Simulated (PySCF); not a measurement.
A GIAO shielding run with PySCF 2.14 (density fitting, non-relativistic, gas phase) on SMILES CCNC(=O)[Si@H]1CC[SiH2]1, C5H13NOSi2:

```
$ OMP_NUM_THREADS=1 python probes_run.py task.json out

{"job": {"kind": "nmr", "xc": "PBE0", "basis": "pcSseg-1"}, "charge": 0, "multiplicity": 1}
C      3.134346     0.029626     1.641217
C      2.688440     0.488496     0.257521
N      1.298775     0.170162     0.009078
C      0.884383    -0.697349    -0.938153
O      1.650744    -1.250581    -1.707790
Si    -1.007490    -0.949334    -1.137456
C     -2.064445    -0.716550     0.465712
C     -3.101129     0.323865    -0.023134
Si    -2.332798     0.884860    -1.697367
H      4.178789     0.284775     1.798144
H      2.539893     0.512919     2.414710
H      3.020302    -1.047563     1.736102
H      3.261251    -0.023546    -0.518557
H      2.835578     1.569958     0.153470
H      0.618416     0.559945     0.642136
H     -1.161766    -2.274499    -1.748601
H     -2.544955    -1.623925     0.827573
H     -1.496340    -0.322064     1.309907
H     -4.066624    -0.155819    -0.180893
H     -3.271453     1.109219     0.711939
H     -1.771937     2.243191    -1.620843
H     -3.302392     0.903599    -2.796350
```

Hardware: 1 thread of an Arm Neoverse N1, shared host. The job also computes population analyses, field gradients, ring-centre shieldings.

(1) How large is the calculation?

(2) How long does it take, and how much memory does it need?

## Answers

(1) 86 electrons, 232 basis functions and 1244 auxiliary functions.

(2) 92 s of wall time, with 15 SCF cycles and 5 response iterations; peak memory 1.1 GiB. Times on a shared host scatter by some tens of per cent.
